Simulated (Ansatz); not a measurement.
A structure relaxed at PBE0-D4/def2-TZVP in Ansatz, charge 1, doublet:

Cartesian coordinates in Å:
```
Sn -0.2147 0.4402 -0.5721
Cl -0.4992 1.1505 1.5681
Cl 0.7139 -1.5907 -0.9960
```

Q: Give its formula and point group.

A: the cluster SnCl2⁺ (the lowest doublet isomer of a short search). Point group C2v (tolerance 0.1 Å).

Q: Summarise the bond lengths by kind (pairs closer than 1.2 times the sum of covalent radii, bridged metal pairs left out).

A: 2 × Cl–Sn 2.27 Å.

In the def2 sets Sn takes a core potential; there is no spin–orbit coupling. The relaxation made no stability test and no search for a lower SCF solution. The structure comes from a short search, and lower isomers may exist.
